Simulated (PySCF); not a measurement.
iminoborane (BH2N), SMILES N=B.

Coordinates come from a PBE0-D3(BJ)/def2-TZVPD optimisation.

Calculation: PBE0-D3(BJ)/def2-TZVPD run with PySCF 2.14.0.

Frequencies are harmonic and unscaled.

Modes within 1.5 cm⁻¹ of each other (mostly degenerate sets) share a row, with their intensities summed.

```csv
mode,ν (cm⁻¹),IR (km/mol),Raman (Å⁴/amu),depolarisation,moving atoms (share of kinetic energy)
1–2,493,235.8,2.1,0.75,"H 75 %, N 19 %"
3–4,751,0.5,0.7,0.75,"H 79 %, B 20 %"
5,1858,59.2,95.0,0.06,"B 43 %, N 38 %, H 20 %"
6,2886,15.9,28.0,0.14,"H 82 %, B 17 %"
7,3891,202.5,47.0,0.22,"H 91 %, N 9 %"
```
